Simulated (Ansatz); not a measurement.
The same ligand exchange along the group Sc, Y.

Gas-phase electronic energies from Ansatz, PBE0-D4/def2-TZVP geometries. CBS: MP2 limit from def2 TZ/QZ plus the TZ coupled-cluster correction, frozen cores. This one scheme is used for every species. Functionals use def2-TZVPP. Elements past krypton have def2 core potentials. For Sc, Y outer-core shells are correlated without core-valence functions, which leaves a few kJ/mol of doubt a bond. Scalar relativity is left out up to krypton. Each species was taken in one conformer, which may not be the lowest.

```csv
reaction,CCSD(T)/CBS(def2) (kcal/mol)
`[OH][Sc]([F])[Cl]` + H–F → `[F][Sc]([F])[Cl]` + H₂O,?
`[OH][Y]([F])[Cl]` + H–F → `[F][Y]([F])[Cl]` + H₂O,-11.6
```

Q: Fill in the missing values. (Estimate.)

A: Computed: `[OH][Sc]([F])[Cl]` + H–F → `[F][Sc]([F])[Cl]` + H₂O: -9.9 kcal/mol.

Largest T1 diagnostic: 0.016, for `[F][Sc]([F])[Cl]`.
